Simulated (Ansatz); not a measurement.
A structure relaxed at PBE-D4/def2-TZVP in Ansatz, charge 0, singlet:

```tsv
atom	x (Å)	y (Å)	z (Å)
Cr1	-0.8110	0.3182	0.4109
Cr2	0.2184	-0.9872	0.2537
O3	0.5926	0.6690	-0.6645
```

Problem. Give its formula and point group.

Solution. Cr2O. Point group Cs (tolerance 0.1 Å).

Problem. Summarise the bond lengths by kind (pairs closer than 1.2 times the sum of covalent radii, bridged metal pairs left out).

Solution. 2 × Cr–O 1.80 to 1.93 Å.

The restricted singlet is unstable: a solution with broken spin symmetry lies lower. The relaxation made no stability test and no search for a lower SCF solution. At PBE-D4/def2-TZVP a triplet of charge 0 lies 0.47 eV below the restricted singlet, each at its own geometry. The structure comes from a short search, and lower isomers may exist.
